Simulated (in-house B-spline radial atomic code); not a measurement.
Successive ionisation energies of thulium; each step leads to the configuration of the next row (after the last: bare). Dirac energy differences include first-order Breit, QED and recoil terms. NIST's values go from ground level to ground level; the uncertainty of those that are theory runs from under 0.1 % in few-electron ions to several per cent in heavy many-electron ones. Computed with a B-spline radial code for spherical atoms: Dirac-Hartree-Fock, average of the configuration, finite nuclei.

| ion | configuration | ionisation energy (eV) | tabulated value (eV) | tabulated kind | computed minus tabulated (eV) | highest orbital | largest mean radius (bohr) |
| --- | --- | --- | --- | --- | --- | --- | --- |
| Tm59+ | [He] 2s2 2p6 | 13682.9 | 13347 | tabulated theory | 336 | 2p3/2 | 0.082773 |
| Tm60+ | [He] 2s2 2p5 | ? | ? | tabulated theory | ? | ? | ? |
| Tm61+ | [He] 2s2 2p4 | 14329.1 | 13988 | tabulated theory | 341 | 2p3/2 | 0.082003 |
| Tm62+ | [He] 2s2 2p3 | ? | ? | tabulated theory | ? | ? | ? |
| Tm63+ | [He] 2s2 2p2 | 14988.4 | 15663 | tabulated theory | -675 | 2p3/2 | 0.081243 |
| Tm64+ | [He] 2s2 2p1 | 15323.0 | 16036 | tabulated theory | -713 | 2p3/2 | 0.080867 |
| Tm65+ | [He] 2s2 | ? | ? | tabulated theory | ? | ? | ? |
| Tm66+ | [He] 2s1 | 16813.9 | 16814.34 | tabulated theory | 0 | 2s1/2 | 0.080129 |
| Tm67+ | 1s2 | 67961.0 | 67965.25 | tabulated theory | -4 | 1s1/2 | 0.019897 |
| Tm68+ | 1s1 | 69387.1 | 69387.45 | tabulated theory | 0 | 1s1/2 | 0.019773 |

Question: Fill in the row of Tm60+.

Answer: ionisation energy (eV): 14004.4; tabulated value (eV): 13651; computed minus tabulated (eV): 353; highest orbital: 2p3/2; largest mean radius (bohr): 0.082387.

Question: Fill in the row of Tm62+.

Answer: ionisation energy (eV): 14657.1; tabulated value (eV): 14300; computed minus tabulated (eV): 357; highest orbital: 2p3/2; largest mean radius (bohr): 0.081622.

Question: Fill in the row of Tm65+.

Answer: ionisation energy (eV): 16505.1; tabulated value (eV): 16510; computed minus tabulated (eV): -5; highest orbital: 2s1/2; largest mean radius (bohr): 0.080493.

Question: Where is the largest jump?

Answer: From Tm66+ to Tm67+, by a factor of 4.04 (16814 to 67961 eV); the highest orbital goes from 2s1/2 to 1s1/2.

Where a p, d or f electron is removed, the computed value is a mean over both j, so it misses the tabulated one by a part of the spin-orbit splitting; averaging over terms and missing correlation add to the gap, relatively most at low charge.
